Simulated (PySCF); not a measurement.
Isomers of CH10Si3, mass 106.009 u with the commonest isotopes. Theory: PBE0-D3(BJ)/def2-SVP geometry optimisation, gas phase in PySCF 2.14.0. One conformer each, none proved a minimum here; rigid rotors.

Question: Order these by rotational constant A, smallest first.
A. `[SiH3]C([SiH3])[SiH3]`
B. `C[SiH]([SiH3])[SiH3]`
C. `[SiH3:1][CH2:2][SiH2:3][SiH3:4]` with Si1–C2–Si3–Si4 -54°

Answer: A (2814 MHz), B (3450 MHz), C (4549 MHz).

Question: Order these by radius of gyration √(Σ m r²/M), largest first.
A. `[SiH3]C([SiH3])[SiH3]`
B. `[SiH3:1][CH2:2][SiH2:3][SiH3:4]` with Si1–C2–Si3–Si4 -54°
C. `[SiH3][SiH]([SiH3])C`

Answer: B (1.940 Å), C (1.906 Å), A (1.806 Å).

Question: Order these by rotational constant B, smallest first.
A. `[SiH3:1][CH2:2][SiH2:3][SiH3:4]` with Si1–C2–Si3–Si4 -54°
B. `[SiH3]C([SiH3])[SiH3]`
C. `C[SiH]([SiH3])[SiH3]`

Answer: A (1660 MHz), C (1947 MHz), B (2803 MHz).

| SMILES | point group | Ia (u·Å²) | Ib (u·Å²) | Ic (u·Å²) | κ | μa (D) | μb (D) | μc (D) |
| --- | --- | --- | --- | --- | --- | --- | --- | --- |
| [SiH3]C([SiH3])[SiH3] | near C3v | 179.62 | 180.30 | 331.54 | 0.98 | 0.00 | 0.00 | 0.70 |
| [SiH3]C[SiH2][SiH3] | C1 | 111.10 | 304.41 | 382.40 | -0.79 | 0.51 | 0.65 | 0.51 |
| C[SiH]([SiH3])[SiH3] | Cs | 146.51 | 259.57 | 364.23 | -0.46 | 0.00 | 0.98 | 0.17 |
